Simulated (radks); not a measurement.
Values are calculated unless marked as measured or tabulated.
Radial electron density D(r) = 4 pi r^2 rho(r) of an atom or ion with 11 electrons. Level of theory: non-relativistic Kohn-Sham, exchange-only LDA, spin-unpolarised, spherical densities, point nucleus (a radial shooting solver on a logarithmic mesh with Libxc functionals).

r (bohr)  D(r) (e/bohr)
0.004897         0.5648
0.005566         0.7152
0.006326         0.9030
0.00719           1.137
0.008171          1.426
0.009287          1.781
0.01056           2.215
0.012             2.741
0.01363           3.371
0.0155            4.119
0.01761           4.995
0.02002           6.005
0.02275           7.150
0.02607           8.503
0.02963           9.882
0.03367           11.32
0.03827           12.77
0.04349           14.14
0.04943           15.35
0.05618           16.28
0.06386           16.86
0.07258           16.99
0.08249           16.63
0.09375           15.83
0.1066            14.67
0.1211            13.34
0.1376            12.09
0.1564            11.16
0.1778            10.78
0.2021            11.06
0.2297            11.94
0.261             13.22
0.2967            14.54
0.3372            15.48
0.3832            15.71
0.4356            15.01
0.495             13.40
0.5626            11.11
0.6395            8.510
0.7268            6.017
0.826             3.960
0.9388            2.505
1.067             1.633
1.213             1.188
1.378            0.9721
1.579            0.8101
1.795            0.6379
2.04             0.4442
2.318            0.2651
2.635            0.1326
2.995           0.05443
3.404           0.01796
3.869          0.004645
4.397         0.0009156
4.997         0.0001331

What is the nuclear charge?

Answer. Z = 15. The innermost maximum, from 1s, lies near 1/Z = 0.0667 bohr (found: 0.0703), and its height grows with Z. The density is that of the phosphorus ion P4+ in [Ne] 3s1; the configuration itself is not fixed sharply by these data, and Z only to about a unit. D(r) has 2 maxima, at r = 0.0703, 0.371 bohr, and minima at 0.179 bohr, inside which lie 2.19 electrons.
